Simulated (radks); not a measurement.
Question: Valence configurations of Nd I (all share [Xe]). All-electron calculation, scalar-relativistic Kohn-Sham, BLYP, spin-polarised, spherical densities, point nucleus; open shells are filled with parallel spins first (spin-orbit coupling, left out, can overturn this in heavy ions). Program: a radial shooting solver on a logarithmic mesh with Libxc functionals. Order these by energy: 4f4 6s1 6p1; 4f4 5d0.5 6s1.5; 4f4 6s1.5 6p0.5; 4f2 5d2 6s2; 4f4 5d1 6s1; 4f3 6s2 6p1; 4f3 5d1 6s2; 4f4 6s2; 4f4 5d1 6p1.

Answer: From the lowest, in eV above it: 4f4 6s2 0.000; 4f4 5d0.5 6s1.5 0.646; 4f4 6s1.5 6p0.5 1.028; 4f4 5d1 6s1 1.221; 4f4 6s1 6p1 1.932; 4f3 5d1 6s2 2.369; 4f4 5d1 6p1 3.471; 4f3 6s2 6p1 4.716; 4f2 5d2 6s2 9.266. NIST lists [Xe] 4f4 6s2 as the ground configuration; this level of theory agrees among the configurations tried. The energies are those of spherical high-spin densities, not of single terms. No valid solution was reached for [Xe] 4f5 6s1.
